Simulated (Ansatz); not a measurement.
Ideal-gas functions of `[F][Sb][SiH3]` radical at 800 K and 1 bar, from an Ansatz frequency run at PBE0-D4/def2-TZVP.

Molar mass 171.87 g/mol, point group Cs (symmetry number 1), electronic degeneracy 2, moments of inertia 65.121, 185.727, 244.914 u Å². Harmonic wavenumbers (cm⁻¹, unscaled): 81, 120, 300, 437, 472, 598, 849, 924, 935, 2208, 2226, 2231.

Use S(trans) = R[1.5 ln M + 2.5 ln T − 1.1517]; rotational temperatures θ = 24.2544 K / I; S(rot) = R[ln(√π/σ · √(T³/θAθBθC)) + 1.5]; for each mode x = 1.438777 ν̃/T, S = R[x/(eˣ − 1) − ln(1 − e⁻ˣ)] and H = RT x/(eˣ − 1); 1 cm⁻¹ = 0.0119627 kJ/mol; R = 8.31446 J/(mol·K).

Q: By hand: the entropy, in J/(mol·K).

A: Translation 193.6. Rotation: θ = 0.3725, 0.1306, 0.099 K, giving 122.8. Vibration, mode by mode: 24.34, 21.08, 13.54, 10.53, 9.92, 8.10, 5.56, 4.99, 4.91, 0.79, 0.77, 0.77, in all 105.3. Electronic 5.8. Sum 427.5 J/(mol·K).

Q: By hand: H − E and G − E in kJ/mol, counted from the electronic energy.

A: Zero-point energy ½ × 11381 × 0.0119627 = 68.1; thermal vibration 38.9; translation, rotation and pV give 4 RT = 26.6. H − E = 133.6 kJ/mol, and G − E = 133.6 − 800 × 427.5/1000 = -208.4 kJ/mol.

Vibration gives 25 % of the entropy, 45.4 J/(mol·K) of it from the modes under 150 cm⁻¹: soft modes count most, and the harmonic formula is weakest for them.
